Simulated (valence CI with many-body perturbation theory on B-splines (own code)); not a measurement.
## E1 line list for Ce50+

Computed by configuration interaction combined with many-body perturbation theory (CI+MBPT): six valence electrons over a frozen Dirac-Fock core [He], a basis of 9 s, 9 p, 8 d, 6 f, 3 g, 1 h functions for each j, with the one-electron correlation potential Σ1, the two-electron term Σ2, the three-electron term Σ3, Breit, model QED; selected CI, second order for the rest, scaled by the run's own slope (own B-spline code, finite nucleus).

No measured spectrum was set against this ion. As an estimate, large intervals hold to a few tenths of a per cent, small ones and those within an open d or f shell to about a per cent. Among the levels kept, up to 2400 cm⁻¹ of a level comes from second order outside the variational space, and about a tenth of that is noise between levels of different J, which matters for small intervals.

Lines 101 to 150 of 210 in falling wavelength, among levels below 6003.4 eV, chosen from the strongest by gf and those to the six lowest levels. Wavelengths and rates use the calculated energies. Electric multipoles are in the length gauge with retardation, E1 and E2 with the static RPA response of the core. Weak lines are less certain than strong ones. Lines between different terms over intervals too small for the method are left out, as are lines whose strength nearly cancels. The highest levels of a list are the least certain.

Levels are named by their leading jj configuration (3d3/2^4 stands for four electrons in 3d with j = 3/2), which in mixed levels can hold well under half, so a name can repeat and another be missing. Letters in brackets count levels of one name in rising energy.

| λ vac (nm) | Upper | Lower | A (s⁻¹) | log gf | Branch % |
| --- | --- | --- | --- | --- | --- |
| 0.9917 | (2s 2p1/2 2p3/2^4) J=1 | (2s^2 2p1/2^2 2p3/2^2) J=2 | 4.39e+10 | -2.71 | 1.5 |
| 0.2771 | (2s^2 2p1/2^2 2p3/2 3p1/2) J=2 | (2s 2p1/2^2 2p3/2^3) J=1 | 4.34e+10 | -3.60 | 7.9 |
| 0.2736 | (2s^2 2p1/2^2 2p3/2 3p1/2) J=1 | (2s 2p1/2^2 2p3/2^3) J=2 | 6.61e+10 | -3.65 | 17.8 |
| 0.2735 | (2s^2 2p1/2^2 2p3/2 3p1/2) J=2 | (2s 2p1/2^2 2p3/2^3) J=2 | 8.03e+09 | -4.35 | 1.5 |
| 0.2693 | (2s^2 2p1/2^2 2p3/2 3p3/2) J=1 | (2s 2p1/2^2 2p3/2^3) J=1 | 2.04e+10 | -4.18 | 4.1 |
| 0.2681 | (2s^2 2p1/2^2 2p3/2 3p3/2) J=2 | (2s 2p1/2^2 2p3/2^3) J=1 | 3.81e+09 | -4.69 | 0.9 |
| 0.2670 | (2s^2 2p1/2^2 2p3/2 3p3/2) J=0 | (2s 2p1/2^2 2p3/2^3) J=1 | 4.63e+11 | -3.31 | 34.2 |
| 0.2659 | (2s^2 2p1/2^2 2p3/2 3p3/2) J=3 | (2s 2p1/2^2 2p3/2^3) J=2 | 5.34e+10 | -3.40 | 11.9 |
| 0.2659 | (2s^2 2p1/2^2 2p3/2 3p3/2) J=1 | (2s 2p1/2^2 2p3/2^3) J=2 | 9.28e+10 | -3.53 | 18.4 |
| 0.2647 | (2s^2 2p1/2^2 2p3/2 3p3/2) J=2 | (2s 2p1/2^2 2p3/2^3) J=2 | 7.00e+10 | -3.43 | 16.1 |
| 0.2629 | (2s^2 2p1/2^2 2p3/2 3s) J=2 | (2s^2 2p1/2 2p3/2^3) J=2 | 1.39e+10 | -4.14 | 0.0 |
| 0.2625 | (2s^2 2p1/2^2 2p3/2 3s) J=1 | (2s^2 2p1/2 2p3/2^3) J=2 | 7.66e+09 | -4.62 | 0.0 |
| 0.2616 | (2s^2 2p1/2^2 2p3/2 3s) J=1 | (2s^2 2p1/2 2p3/2^3) J=1 | 3.16e+10 | -4.01 | 0.0 |
| 0.2522 | (2s^2 2p1/2 2p3/2^2 3p1/2) J=1 [a] | (2s 2p1/2^2 2p3/2^3) J=1 | 3.97e+10 | -3.94 | 20.1 |
| 0.2497 | (2s^2 2p1/2 2p3/2^2 3p1/2) J=2 [b] | (2s 2p1/2^2 2p3/2^3) J=1 | 3.11e+11 | -2.84 | 28.4 |
| 0.2493 | (2s^2 2p1/2 2p3/2^2 3p1/2) J=1 [b] | (2s 2p1/2^2 2p3/2^3) J=1 | 3.60e+10 | -4.00 | 7.7 |
| 0.2492 | (2s^2 2p1/2 2p3/2^2 3p1/2) J=1 [a] | (2s 2p1/2^2 2p3/2^3) J=2 | 1.41e+10 | -4.40 | 7.1 |
| 0.2488 | (2s^2 2p1/2 2p3/2^2 3p1/2) J=2 [a] | (2s 2p1/2^2 2p3/2^3) J=2 | 8.30e+09 | -4.41 | 2.7 |
| 0.2480 | (2s^2 2p1/2 2p3/2^2 3p1/2) J=3 | (2s 2p1/2^2 2p3/2^3) J=2 | 3.94e+10 | -3.59 | 9.2 |
| 0.2477 | (2s^2 2p1/2 2p3/2^2 3p1/2) J=0 | (2s 2p1/2^2 2p3/2^3) J=1 | 5.49e+11 | -3.30 | 53.9 |
| 0.2469 | (2s^2 2p1/2^2 2p3/2 3d3/2) J=2 | (2s^2 2p1/2 2p3/2^3) J=2 | 5.66e+10 | -3.59 | 0.2 |
| 0.2467 | (2s^2 2p1/2 2p3/2^2 3p1/2) J=2 [b] | (2s 2p1/2^2 2p3/2^3) J=2 | 5.19e+11 | -2.63 | 47.4 |
| 0.2466 | (2s^2 2p1/2^2 2p3/2 3d3/2) J=3 | (2s^2 2p1/2 2p3/2^3) J=2 | 1.56e+10 | -4.00 | 1.5 |
| 0.2464 | (2s^2 2p1/2^2 2p3/2 3d3/2) J=1 | (2s^2 2p1/2 2p3/2^3) J=2 | 1.24e+11 | -3.47 | 0.1 |
| 0.2464 | (2s^2 2p1/2 2p3/2^2 3p1/2) J=1 [b] | (2s 2p1/2^2 2p3/2^3) J=2 | 1.36e+10 | -4.43 | 2.9 |
| 0.2460 | (2s^2 2p1/2^2 2p3/2 3d3/2) J=2 | (2s^2 2p1/2 2p3/2^3) J=1 | 2.11e+11 | -3.02 | 0.7 |
| 0.2456 | (2s^2 2p1/2 2p3/2^2 3p3/2) J=2 [a] | (2s 2p1/2^2 2p3/2^3) J=1 | 1.16e+11 | -3.28 | 4.7 |
| 0.2455 | (2s^2 2p1/2^2 2p3/2 3d3/2) J=0 | (2s^2 2p1/2 2p3/2^3) J=1 | 1.11e+11 | -4.00 | 40.9 |
| 0.2448 | (2s^2 2p1/2 2p3/2^2 3p3/2) J=1 [a] | (2s 2p1/2^2 2p3/2^3) J=1 | 1.25e+11 | -3.47 | 19.5 |
| 0.2438 | (2s^2 2p1/2^2 2p3/2 3d5/2) J=2 | (2s^2 2p1/2 2p3/2^3) J=1 | 1.47e+10 | -4.18 | 0.0 |
| 0.2437 | (2s^2 2p1/2^2 2p3/2 3d5/2) J=1 | (2s^2 2p1/2 2p3/2^3) J=2 | 1.15e+10 | -4.51 | 0.0 |
| 0.2436 | (2s^2 2p1/2 2p3/2^2 3p3/2) J=1 [b] | (2s 2p1/2^2 2p3/2^3) J=1 | 2.95e+12 | -2.10 | 65.4 |
| 0.2434 | (2s 2p1/2^2 2p3/2^2 3s) J=2 [a] | (2s 2p1/2^2 2p3/2^3) J=1 | 2.56e+12 | -1.94 | 5.8 |
| 0.2429 | (2s^2 2p1/2 2p3/2^2 3p3/2) J=3 [a] | (2s 2p1/2^2 2p3/2^3) J=2 | 1.71e+12 | -1.98 | 84.4 |
| 0.2428 | (2s^2 2p1/2^2 2p3/2 3d5/2) J=1 | (2s^2 2p1/2 2p3/2^3) J=1 | 3.24e+10 | -4.07 | 0.0 |
| 0.2427 | (2s^2 2p1/2 2p3/2^2 3p3/2) J=2 [b] | (2s 2p1/2^2 2p3/2^3) J=1 | 3.27e+12 | -1.84 | 13.9 |
| 0.2427 | (2s^2 2p1/2 2p3/2^2 3p3/2) J=2 [a] | (2s 2p1/2^2 2p3/2^3) J=2 | 1.97e+12 | -2.06 | 79.1 |
| 0.2426 | (2s^2 2p1/2 2p3/2^2 3p3/2) J=1 [c] | (2s 2p1/2^2 2p3/2^3) J=1 | 1.63e+10 | -4.37 | 0.3 |
| 0.2422 | (2s^2 2p1/2 2p3/2^2 3p3/2) J=2 [c] | (2s 2p1/2^2 2p3/2^3) J=1 | 1.62e+12 | -2.15 | 38.6 |
| 0.2419 | (2s^2 2p1/2 2p3/2^2 3p3/2) J=3 [b] | (2s 2p1/2^2 2p3/2^3) J=2 | 1.50e+12 | -2.04 | 75.3 |
| 0.2409 | (2s 2p1/2^2 2p3/2^2 3s) J=3 | (2s 2p1/2^2 2p3/2^3) J=2 | 7.62e+12 | -1.33 | 94.3 |
| 0.2408 | (2s^2 2p1/2 2p3/2^2 3p3/2) J=1 [b] | (2s 2p1/2^2 2p3/2^3) J=2 | 6.82e+11 | -2.75 | 15.1 |
| 0.2406 | (2s 2p1/2^2 2p3/2^2 3s) J=2 [a] | (2s 2p1/2^2 2p3/2^3) J=2 | 4.05e+13 | -0.76 | 92.5 |
| 0.2403 | (2s^2 2p1/2^2 2p3/2 3s) J=1 | (2s^2 2p1/2^2 2p3/2^2) J=0 | 2.42e+13 | -1.20 | 29.1 |
| 0.2402 | (2s 2p1/2^2 2p3/2^2 3s) J=1 [a] | (2s 2p1/2^2 2p3/2^3) J=1 | 1.73e+13 | -1.35 | 49.8 |
| 0.2402 | (2s^2 2p1/2 2p3/2^2 3s) J=2 [a] | (2s^2 2p1/2 2p3/2^3) J=2 | 3.32e+12 | -1.84 | 17.1 |
| 0.2400 | (2s^2 2p1/2 2p3/2^2 3p3/2) J=2 [b] | (2s 2p1/2^2 2p3/2^3) J=2 | 1.96e+13 | -1.07 | 83.1 |
| 0.2399 | (2s 2p1/2^2 2p3/2^2 3s) J=2 [b] | (2s 2p1/2^2 2p3/2^3) J=1 | 1.02e+13 | -1.36 | 66.2 |
| 0.2399 | (2s 2p1/2^2 2p3/2^2 3s) J=1 [b] | (2s 2p1/2^2 2p3/2^3) J=1 | 4.56e+13 | -0.93 | 61.6 |
| 0.2399 | (2s^2 2p1/2 2p3/2^2 3p3/2) J=1 [c] | (2s 2p1/2^2 2p3/2^3) J=2 | 5.37e+12 | -1.86 | 93.6 |
